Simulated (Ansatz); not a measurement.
`IC(I)I` + H₂ → `ICI` + HI at 400 K and 1 bar (hydrogenolysis of a C–I bond).

Calculated with Ansatz (gas phase, PBE0-D4/def2-TZVP geometries, no zero-point term in ΔE). CBS: MP2 limit from def2 TZ/QZ plus the TZ coupled-cluster correction, frozen cores. This one scheme is used for every species. def2 core potentials past Kr. For I outer-core shells are correlated without core-valence functions, which leaves a few kJ/mol of doubt a bond.

```csv
species,CCSD(T)/CBS energy (Eh),H − E (kJ/mol),S (J/(mol·K))
`IC(I)I`,-930.95857,69.3,378.6
H₂,-1.17544,38.0,139.0
`ICI`,-634.12855,90.9,327.3
HI,-298.03592,25.7,215.0
```

H − E and S are ideal-gas, rigid-rotor, harmonic terms from PBE0-D4/def2-TZVP. The MP2-based limit puts H₂ 0.8 mEh under its directly extrapolated value; such offsets cancel only in part. 1 Eh = 2625.50 kJ/mol, R = 8.31446 J/(mol·K).

Task: By hand: ΔE, ΔH, ΔS and ΔG.

Result: ΔE = (-634.12855) + (-298.03592) − (-930.95857) − (-1.17544) = -0.03046 Eh = -80.0 kJ/mol. Δ(H − E) = 90.9 + 25.7 − 69.3 − 38.0 = 9.3, so ΔH = -70.7 kJ/mol. ΔS = 327.3 + 215.0 − 378.6 − 139.0 = 24.7 J/(mol·K). ΔG = -70.7 − 400 × (24.7)/1000 = -80.6 kJ/mol.

Task: By hand: the equilibrium constant, and the temperature at which ΔG would vanish if ΔH and ΔS stayed fixed.

Result: log₁₀ K = −ΔG/(RT ln 10) = 10.5. ΔH and −TΔS have one sign here, so there is no such temperature.

ΔH outweighs TΔS. A doubt of 5 kJ/mol in ΔE shifts log₁₀ K by 0.7 here. These are equilibria of isolated gas molecules and say nothing of rates. Largest T1 diagnostic: 0.009 (customary marks: 0.02 for closed shells, 0.045 for open ones).
